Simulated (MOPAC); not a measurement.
MOPAC input (PM3):

```
PM3 FORCE THERMO(298,298) PRECISE LET CHARGE=1 GEO-OK AUX(PRECISION=9) THREADS=1
C2H10BN2

C     1.93181719 1   -0.40123871 1   -0.04654488 1
C     0.66372695 1   -0.58579037 1    0.76342267 1
B    -0.50710248 1    0.19926735 1    0.11135320 1
N    -0.90971490 1    1.45315649 1    0.50004208 1
N    -1.21783920 1   -0.57486614 1   -1.09694124 1
H     1.83979327 1   -0.80054232 1   -1.06645207 1
H     2.77375246 1   -0.92631854 1    0.42651163 1
H     2.22131940 1    0.65510473 1   -0.13251952 1
H     0.83235056 1   -0.24145569 1    1.80474717 1
H     0.42531279 1   -1.66400252 1    0.86525292 1
H    -1.63798648 1    1.97320791 1    0.08062870 1
H    -0.46587586 1    1.92187900 1    1.25096054 1
H    -0.51713226 1   -0.84251735 1   -1.76293067 1
H    -1.91398514 1   -0.03240515 1   -1.56663955 1
H    -1.64860453 1   -1.40491576 1   -0.73631752 1
```

From the output:

```
     H   15   0.899538   0.889304   6.828987

          HEAT OF FORMATION =      86.225529 KCALS/MOLE

          ZERO POINT ENERGY      86.667 KCAL/MOL

           NORMAL COORDINATE ANALYSIS (Total motion = 1 Angstrom)

   Root No.       1         2         3         4         5         6         7         8

                 1 A       2 A       3 A       4 A       5 A       6 A       7 A       8 A

                  56.0     112.5     154.8     229.4     353.7     388.2     559.0     641.6

           1   -0.0024    0.0055   -0.0070    0.0376   -0.0047    0.0106   -0.0217    0.0230
           2   -0.0046   -0.0088   -0.0099    0.0735   -0.0036    0.0016   -0.0094    0.0074
           3    0.0581   -0.0000    0.0161    0.0127    0.0128   -0.0033   -0.0002    0.0007
           4   -0.0026    0.0053   -0.0073    0.0392   -0.0044    0.0072   -0.0146    0.0104
           5    0.0035   -0.0002    0.0062   -0.0276    0.0191    0.0490    0.0134   -0.0061
           6   -0.0374    0.0005   -0.0186    0.0010    0.0556   -0.0125    0.0010   -0.0036
           7    0.0021   -0.0001   -0.0015    0.0172    0.0017   -0.0014    0.1037   -0.0471
           8    0.0019    0.0020    0.0043   -0.0228    0.0169    0.0535   -0.0234    0.0035
           9   -0.0153    0.0001   -0.0079   -0.0034   -0.0445    0.0179    0.0112   -0.0041
          10    0.0435   -0.0121    0.0184   -0.0316    0.0201   -0.0044   -0.0168    0.0011
          11    0.0042    0.0065    0.0129   -0.0060    0.0329   -0.0453    0.0112   -0.0080
          12    0.0005   -0.0012    0.0046   -0.0095   -0.0271   -0.0396   -0.0113    0.0099
          13   -0.0386    0.0036   -0.0054   -0.0394   -0.0126   -0.0101   -0.0015   -0.0036
          14   -0.0037    0.0003   -0.0106   -0.0258   -0.0499   -0.0201    0.0021   -0.0026
          15   -0.0113    0.0008    0.0004   -0.0011   -0.0119    0.0435    0.0059   -0.0067
          16    0.0497    0.0034    0.0026    0.0708   -0.0419   -0.0010   -0.0414    0.0420
          17   -0.0804    0.0155    0.1879    0.1348   -0.0288   -0.0096   -0.0253    0.0234
          18    0.1218   -0.0138   -0.0821   -0.0028    0.0086   -0.0031   -0.0019    0.0021
          19    0.0015    0.0109    0.0043   -0.0361    0.0148    0.0480    0.0125   -0.0115
          20   -0.0043   -0.0118   -0.0221    0.1004   -0.0101   -0.0129   -0.0233    0.0216
          21    0.0006    0.0291    0.2544    0.0538   -0.0186    0.0035   -0.0008    0.0016
          22   -0.0597    0.0032   -0.0288    0.0681    0.0134   -0.0135   -0.0375    0.0403
          23    0.0623   -0.0358   -0.2098    0.0699    0.0053   -0.0171   -0.0257    0.0247
          24    0.1263   -0.0153   -0.0944   -0.0049    0.0098   -0.0030   -0.0015    0.0020
          25   -0.0584    0.0085   -0.0254    0.0095    0.0325    0.0092   -0.0316    0.0326
          26    0.0361    0.0015    0.0116   -0.0424   -0.0620    0.0750    0.0101   -0.0142
          27   -0.0813    0.0007   -0.0294   -0.0009    0.1232   -0.0290   -0.0049    0.0113
          28    0.0565    0.0081    0.0173    0.0218   -0.0314    0.0291   -0.0295    0.0334
          29   -0.0254    0.0007    0.0051   -0.0411    0.1005    0.0323   -0.0074    0.0322
          30   -0.0826    0.0001   -0.0295   -0.0017    0.1241   -0.0331   -0.0055    0.0128
          31    0.0522   -0.0099    0.0290   -0.0895    0.0280    0.0278    0.0589    0.3042
          32    0.0016    0.0058    0.0096    0.0136    0.0309   -0.0609   -0.0150   -0.1114
          33    0.0157   -0.0004    0.0196   -0.0181    0.0018   -0.1528   -0.0138    0.0658
          34    0.0688   -0.0224    0.0227   -0.0020    0.0243   -0.0552   -0.1600   -0.2756
          35    0.0094    0.0106    0.0246   -0.0182    0.0563   -0.1435    0.0486    0.0994
          36   -0.0027   -0.0029   -0.0010   -0.0045   -0.0379    0.0079   -0.0252   -0.0332
          37   -0.0527   -0.0686    0.0003   -0.0518   -0.0193   -0.0134   -0.0640   -0.0070
          38    0.0055    0.2410   -0.0335   -0.0408   -0.0831   -0.0519   -0.0495   -0.0009
          39   -0.0402   -0.1133    0.0088   -0.0299   -0.0307    0.0309   -0.1336   -0.0121
          40   -0.0273    0.2582   -0.0258   -0.0549   -0.0153   -0.0122   -0.0787   -0.0129
          41   -0.0066   -0.0694   -0.0048   -0.0215   -0.0491   -0.0204    0.0232    0.0000
          42    0.0001    0.0278    0.0084    0.0102    0.0583    0.1071    0.0014   -0.0265
          43   -0.0624   -0.1998    0.0106   -0.0502   -0.0203   -0.0142   -0.0541   -0.0039
          44   -0.0126   -0.1671   -0.0028   -0.0172   -0.0888   -0.0585    0.0824    0.0177
          45    0.0083    0.0867   -0.0110    0.0188   -0.0358    0.0145    0.1331    0.0102

   Root No.       9        10        11        12        13        14        15        16

                 9 A      10 A      11 A      12 A      13 A      14 A      15 A      16 A

                 752.6     799.9     840.2     888.5     910.4     935.4     973.8    1001.6

           1   -0.0111    0.0041    0.0101    0.0021   -0.0029   -0.0019   -0.0017    0.0127
           2   -0.0136    0.0076    0.0141   -0.0010   -0.0058    0.0065   -0.0025    0.0320
           3   -0.0022   -0.0068   -0.0013    0.0009   -0.0076   -0.0023    0.0128    0.0002
           4   -0.0031    0.0013    0.0021   -0.0015   -0.0003    0.0014   -0.0009   -0.0006
           5   -0.0545    0.0228    0.0357   -0.0009   -0.0100    0.0020    0.0020   -0.0174
           6   -0.0230   -0.0436    0.0001    0.0014   -0.0022    0.0045   -0.0242    0.0016
           7   -0.0002    0.0032   -0.0099    0.0236    0.0086    0.0445    0.0122   -0.0208
           8    0.0045   -0.0109   -0.0376   -0.0060    0.0191   -0.0194   -0.0017   -0.0158
           9   -0.0315    0.0075   -0.0237    0.0038    0.0153    0.0033    0.0024   -0.0161
          10    0.0129   -0.0077   -0.0104   -0.0703   -0.0060    0.0022   -0.0058    0.0039
          11    0.0201   -0.0071   -0.0364    0.0255   -0.0146    0.0053   -0.0117    0.0105
          12   -0.0400    0.0209   -0.0261   -0.0094    0.0011   -0.0038    0.0140    0.0066
          13    0.0010   -0.0006   -0.0003   -0.0023    0.0050   -0.0408    0.0001    0.0102
          14    0.0294   -0.0096    0.0071    0.0003    0.0194    0.0103    0.0173    0.0152
          15    0.0664   -0.0065    0.0330   -0.0009   -0.0164   -0.0008   -0.0051    0.0037
          16    0.0699    0.0918   -0.0252   -0.0083    0.0806   -0.0108   -0.0909   -0.0744
          17    0.0221   -0.0173   -0.0225   -0.0006    0.0114   -0.0191    0.0008   -0.0581
          18    0.0189    0.0501    0.0002   -0.0047    0.0254    0.0062   -0.0339    0.0042
          19   -0.1024    0.0494    0.0985    0.0024   -0.0439    0.0548   -0.0125    0.2002
          20    0.0213   -0.0117   -0.0201   -0.0010    0.0088   -0.0165    0.0035   -0.0433
          21    0.0166    0.0452   -0.0023   -0.0058    0.0312    0.0036   -0.0403   -0.0006
          22   -0.0096   -0.1259   -0.0309    0.0139   -0.0539   -0.0451    0.0988   -0.0822
          23    0.0263   -0.0104   -0.0227   -0.0006    0.0084   -0.0203    0.0073   -0.0583
          24    0.0217    0.0488   -0.0032   -0.0047    0.0275    0.0037   -0.0330   -0.0068
          25    0.0174    0.0926   -0.0015   -0.0172    0.0790   -0.0064   -0.1184   -0.0585
          26   -0.1386   -0.1214    0.0427   -0.0062    0.0266    0.0042   -0.1320   -0.0498
          27    0.0418    0.0901   -0.0087   -0.0021    0.0103   -0.0009    0.0106   -0.0051
          28   -0.0388   -0.0852    0.0137    0.0068   -0.0781   -0.0467    0.1334   -0.0629
          29    0.0205    0.1641    0.0320   -0.0033   -0.0432   -0.0428    0.1473   -0.0697
          30    0.0436    0.0962   -0.0065   -0.0033    0.0102   -0.0030    0.0136   -0.0044
          31    0.0302   -0.0198   -0.0386    0.3711   -0.0044    0.0303   -0.0224    0.0241
          32    0.0148   -0.0047   -0.0199   -0.1257   -0.0134   -0.0044   -0.0067    0.0018
          33   -0.0526   -0.0079    0.2176    0.0426    0.0813   -0.0165    0.0345   -0.0561
          34    0.0026    0.0061    0.0911    0.3526    0.0169   -0.0972   -0.0127   -0.0208
          35    0.0174   -0.0449    0.1702   -0.1262    0.0533    0.0249    0.0028   -0.0459
          36   -0.0405    0.0392   -0.1263    0.0511   -0.0303   -0.0108    0.0088    0.0331
          37    0.0059    0.0026    0.0024    0.0090   -0.0137    0.0617   -0.0000   -0.0132
          38    0.0320    0.0192    0.0226    0.0066   -0.0775    0.0857   -0.0343   -0.0429
          39    0.0772    0.0050    0.0415    0.0227   -0.0712    0.2251   -0.0145   -0.0544
          40    0.0026    0.0026   -0.0001    0.0100   -0.0095    0.0734    0.0053   -0.0137
          41    0.0295   -0.0106    0.0073   -0.0031    0.0238   -0.0212    0.0162    0.0222
          42    0.0779   -0.0642    0.0087    0.0002    0.1648   -0.0075    0.1080    0.0971
          43    0.0002    0.0025   -0.0007    0.0083   -0.0118    0.0520   -0.0010   -0.0132
          44    0.0294    0.0230    0.0277   -0.0125   -0.0822   -0.1003   -0.0575   -0.0173
          45    0.0675    0.0179    0.0514   -0.0229   -0.0844   -0.1980   -0.0671    0.0021

   Root No.      17        18        19        20        21        22        23        24

                17 A      18 A      19 A      20 A      21 A      22 A      23 A      24 A

                1083.2    1109.8    1114.0    1251.4    1388.0    1398.3    1409.6    1417.2

           1    0.0135    0.0747   -0.0078   -0.0216    0.0402   -0.0131   -0.0283    0.0383
           2    0.0080   -0.0270   -0.0001   -0.0218    0.0057   -0.0294    0.0109   -0.0031
           3    0.0113    0.0035    0.0509    0.0010    0.0049   -0.0052   -0.0204   -0.0225
           4   -0.0080   -0.0679    0.0054    0.0907    0.0054    0.0136    0.0215   -0.0217
           5   -0.0299    0.0332    0.0043    0.0559   -0.0261   -0.0119   -0.0099    0.0070
           6   -0.0148   -0.0018   -0.0415   -0.0005   -0.0000   -0.0006   -0.0017    0.0000
           7    0.0102    0.0008   -0.0030   -0.0158    0.0003   -0.0023   -0.0056    0.0057
           8    0.0717   -0.0205   -0.0140   -0.0089   -0.0032   -0.0027   -0.0083    0.0073
           9    0.0436   -0.0149   -0.0057   -0.0138    0.0026    0.0059    0.0131   -0.0132
          10   -0.0000   -0.0004    0.0002   -0.0015    0.0004    0.0009    0.0019   -0.0020
          11   -0.0099    0.0031    0.0012   -0.0038    0.0010    0.0016    0.0034   -0.0032
          12   -0.0173    0.0059    0.0009    0.0073   -0.0013   -0.0026   -0.0060    0.0057
          13   -0.0031   -0.0003    0.0006    0.0022   -0.0004    0.0001    0.0002   -0.0004
          14   -0.0180    0.0056    0.0037    0.0014    0.0001   -0.0001    0.0002    0.0004
          15   -0.0082    0.0028    0.0023    0.0014    0.0001   -0.0007   -0.0008    0.0018
          16   -0.0654    0.1458   -0.1904   -0.0572   -0.1185   -0.0433    0.0283   -0.1970
          17   -0.0267    0.0331    0.0069    0.0033   -0.0333    0.2037   -0.1722   -0.1087
          18   -0.0094    0.0059   -0.0408   -0.0241   -0.0394   -0.1298    0.1041   -0.0461
          19    0.0737   -0.0143   -0.0029   -0.1645   -0.1447    0.1579    0.0303   -0.0881
          20   -0.0173    0.0082    0.0021    0.0283    0.0616   -0.0708   -0.0196    0.0294
          21   -0.0148    0.0001   -0.0505   -0.0035   -0.0466    0.0405    0.2102    0.2280
          22    0.0247    0.1756    0.1733   -0.0475   -0.1480   -0.0162    0.1639   -0.0471
          23   -0.0259    0.0351   -0.0020   -0.0007   -0.0844    0.2393    0.0507    0.1232
          24   -0.0145   -0.0076   -0.0398    0.0212    0.0238    0.1552   -0.0602    0.0979
          25   -0.0917   -0.1532    0.2343   -0.1929   -0.0735   -0.0501   -0.0632    0.0601
          26   -0.1183   -0.0025    0.0625   -0.1388    0.1601    0.0608    0.0785   -0.0557
          27    0.0095   -0.0157    0.0172    0.0015   -0.1268   -0.0624   -0.0787    0.0615
          28   -0.1099   -0.2014   -0.1659   -0.1959   -0.0721   -0.0472   -0.0609    0.0509
          29   -0.0497   -0.0270   -0.0238   -0.1411    0.1561    0.0628    0.0829   -0.0633
          30    0.0160    0.0169    0.0159   -0.0055    0.1329    0.0654    0.0821   -0.0683
          31   -0.0079   -0.0180    0.0029    0.0136    0.0016    0.0034    0.0069   -0.0065
          32   -0.0035    0.0080   -0.0003   -0.0107    0.0011    0.0013    0.0032   -0.0032
```

The dipole moment of an ion depends on the origin.
